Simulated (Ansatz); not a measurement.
NbS4²⁻, that is [NbS4]3- with one electron fewer, relaxed as a doublet with UKS B3LYP-D4/def2-SVPD in Ansatz, starting from the B3LYP-D4/def2-SVPD geometry of the charge -3 singlet. Force threshold 0.02 eV/Å.

In the def2 sets Nb takes a core potential; there is no spin–orbit coupling. A multiply charged anion in the gas phase is held together partly by the finite basis. Removing one electron lowers the energy by 4.36 eV at PBE0-D4/def2-TZVPD, so it isn't bound. The highest occupied level of the relaxed charge -2 doublet lies above zero (up to 1.93 eV). The electron is either unbound and held by the finite basis, or the level is raised by self-interaction error.

Start:

Cartesian coordinates in Å:
```
Nb 0.000 0.000 0.000
S 0.512 1.779 1.415
S 0.061 0.726 -2.213
S -2.132 -0.799 0.496
S 1.559 -1.706 0.301
```

```
        step  energy (eV)  largest force component (eV/Å)  SCF passes
           1  -44887.7208                           0.563          68
           2  -44887.7589                           0.277          31
           3  -44887.7697                           0.020          27
           4  -44887.7697                           0.036          28
           5  -44887.7757                           0.372          62
6 (rejected)  -44887.6110                           1.227          50
           7  -44887.7932                           0.252          46
           8  -44887.7990                           0.174          39
           9  -44887.8015                           0.099          33
          10  -44887.8039                           0.064          38
          11  -44887.8042                           0.010          33
```

Force components are those of the run's own axes.

End:

```xyz
5

Nb   -0.022   -0.096    0.030
S     0.512    1.812    1.252
S     0.096    0.841   -2.096
S    -2.120   -0.829    0.505
S     1.535   -1.728    0.310
```

By distances, no bond broke or formed. The bond that changes most is Nb1–S4, from 2.33 to 2.27 Å (atoms count from 1).

No frequencies were taken in this run, so the end may be a saddle point.

It took 1.9 min on 4 threads of Intel Xeon on a shared host.
